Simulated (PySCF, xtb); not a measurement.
CH3BrSe, SMILES [Se](Br)C.

GFN2-xTB (xtb 6.7.1) at its own geometry gives an orbital gap of 2.73 eV and a dipole moment of 5.00 D.

Geometry: B3LYP-D3(BJ)/def2-SVP.

Problem. What does PBE/def2-TZVPD (PySCF) give? (An estimate is asked for; the answer gives what the named calculation found.)

Solution. gap 2.07 eV (levels -5.42 and -3.36 eV), dipole 2.10 D.
